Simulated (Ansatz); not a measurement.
Ansatz (a first-principles code) input (r2SCANh/def2-TZVPD):

Ansatz 0.2 input:
```yaml
crystal:
  periodic: [false, false, false]
  atoms:
    - {symbol: Li, position_ang: [-0.00000000, -0.00000000, -0.42399676]}
    - {symbol: H, position_ang: [0.00000000, 0.00000000, 1.27199027]}
basis:
  gaussian:
    orbitals: def2-TZVPD
hamiltonian:
  xc: {name: r2SCANh}
total_charge: -1
magnetization: {spin_polarized: true, initial_magnetization: 1}
output: {forces: true}
```

End of the output:

```
integrals: 0.01 GiB planned
216 factors; their error is unknown
mean field: 0.08 GiB planned
mean field evaluation 1: about -219.6546 eV, gradient 1.2e0 eV
mean field evaluation 2: about -219.7091 eV, gradient 5.4e-1 eV
mean field evaluation 4: about -219.7177 eV, gradient 1.3e-1 eV
mean field evaluation 8: about -219.7177 eV, gradient 5.7e-3 eV
mean field evaluation 16: about -218.8501 eV, gradient 5.5e-2 eV
mean field evaluation 32: about -219.5931 eV, gradient 1.2e0 eV
mean field -219.71767065 eV, -8.0744754664 hartree, gradient 6.2e-5 eV, S^2 0.751705; 5 other end points of the search recorded, 0 dependent functions left out
the calculation of the forces begins
reference -219.71772161 eV, -8.0744773393 hartree; 3, 2 occupied and 23, 24 virtual orbitals, 216 factors
Total energy: -219.71772161 eV, -8.0744773393 hartree
Atom 0 at    -0.000000    -0.000000    -0.423997 Å, force     0.000000    -0.000000    -0.073417 eV/Å
Atom 1 at     0.000000     0.000000     1.271990 Å, force    -0.000000     0.000000     0.073417 eV/Å
Dipole moment:    -0.000000    -0.000000     0.489648 e Å
```
